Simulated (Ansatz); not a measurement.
`C[N](C)[AlH][Cl]` + CH₃SH → `C[S][AlH][Cl]` + dimethylamine at 700 K and 1 bar (ligand exchange at the Al–N bond).

Isolated molecules relaxed with PBE0-D4/def2-TZVP in Ansatz; ΔE leaves out vibrations. CBS: MP2 limit from def2 TZ/QZ plus the TZ coupled-cluster correction, frozen cores. This one scheme is used for every species. One conformer a species, not always the lowest.

```tsv
species	CCSD(T)/CBS energy (Eh)	H − E (kJ/mol)	S (J/(mol·K))
`C[N](C)[AlH][Cl]`	-836.90351	321.3	478.1
CH₃SH	-438.22835	160.2	309.0
`C[S][AlH][Cl]`	-1140.13367	191.6	441.6
`CNC`	-135.00321	296.9	352.4
```

H − E and S are ideal-gas, rigid-rotor, harmonic terms from PBE0-D4/def2-TZVP, for one conformer and one mirror image of each species. 1 Eh = 2625.50 kJ/mol, R = 8.31446 J/(mol·K).

**Question.** By hand: ΔE, ΔH, ΔS and ΔG.

**Answer.** ΔE = (-1140.13367) + (-135.00321) − (-836.90351) − (-438.22835) = -0.00502 Eh = -13.2 kJ/mol. Δ(H − E) = 191.6 + 296.9 − 321.3 − 160.2 = 7.0, so ΔH = -6.2 kJ/mol. ΔS = 441.6 + 352.4 − 478.1 − 309.0 = 6.9 J/(mol·K). ΔG = -6.2 − 700 × (6.9)/1000 = -11.0 kJ/mol.

**Question.** By hand: the equilibrium constant, and the temperature at which ΔG would vanish if ΔH and ΔS stayed fixed.

**Answer.** log₁₀ K = −ΔG/(RT ln 10) = 0.8. ΔH and −TΔS have one sign here, so there is no such temperature.

TΔS isn't small against ΔH here. A doubt of 5 kJ/mol in ΔE shifts log₁₀ K by 0.4 here. Other conformers and mirror images would add mixing entropy, several J/(mol·K) or more a flexible species. These are equilibria of isolated gas molecules and say nothing of rates. Largest T1 diagnostic: 0.011 (customary marks: 0.02 for closed shells, 0.045 for open ones).

ΔS is within the doubt of such terms, so its sign, and with it that verdict, could turn.
